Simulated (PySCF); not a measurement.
Species: C7H13F.
SMILES: `CC(C)=C(C)CCF`

All values: wB97X-D/def2-SVPD (PySCF, non-relativistic), on one gas-phase PBE0-D3(BJ)/def2-SVP geometry that isn't relaxed in the solvent. The solvent is an IEF-PCM continuum (Bondi radii, 1.10 Å for H, scaled by 1.2), and excitations are vertical TDDFT with non-equilibrium linear response and a frozen core. The model holds no explicit solvent molecules, cavitation or dispersion.

Gas-phase singlets (H = HOMO, L = LUMO):

```
state  E (eV)  λ (nm)      f  leading configurations
   S1   6.419     193  0.088                 H→L 90%
   S2   6.773     183  0.353               H→L+1 91%
   S3   7.435     167  0.005    H→L+2 83%, H→L+3 13%
   S4   7.680     161  0.003    H→L+3 69%, H→L+2 11%
   S5   7.759     160  0.001               H→L+4 87%
```

How does the list change in cyclohexane (ε = 2.017)?

| state | E (eV) | λ (nm) | f | leading configurations | change by rank (eV) |
| --- | --- | --- | --- | --- | --- |
| S1 | 6.372 | 195 | 0.186 | H→L 93% | -0.047 |
| S2 | 6.677 | 186 | 0.361 | H→L+1 92% | -0.096 |
| S3 | 7.447 | 166 | 0.005 | H→L+2 68%, H→L+3 27% | +0.012 |
| S4 | 7.652 | 162 | 0.002 | H→L+3 52%, H→L+2 21% | -0.028 |
| S5 | 7.748 | 160 | 0.001 | H→L+4 84% | -0.011 |

How do the frontier levels move from gas to cyclohexane?

| orbital | gas (eV) | solvent (eV) | change (eV) |
| --- | --- | --- | --- |
| LUMO+2 | 2.78 | 2.89 | +0.11 |
| LUMO+1 | 2.31 | 2.41 | +0.10 |
| LUMO | 2.08 | 2.19 | +0.11 |
| HOMO | -8.37 | -8.27 | +0.10 |
| HOMO-1 | -11.05 | -10.96 | +0.09 |
| HOMO-2 | -11.29 | -11.25 | +0.04 |
| HOMO-3 | -11.70 | -11.67 | +0.03 |

The HOMO–LUMO gap goes from 10.45 to 10.46 eV.

Conformer computed: `[CH3:1][C:2]([CH3:3])=[C:4]([CH3:5])[CH2:6][CH2:7][F:8]`: C2–C4–C6–C7 95°, C4–C6–C7–F8 176°.
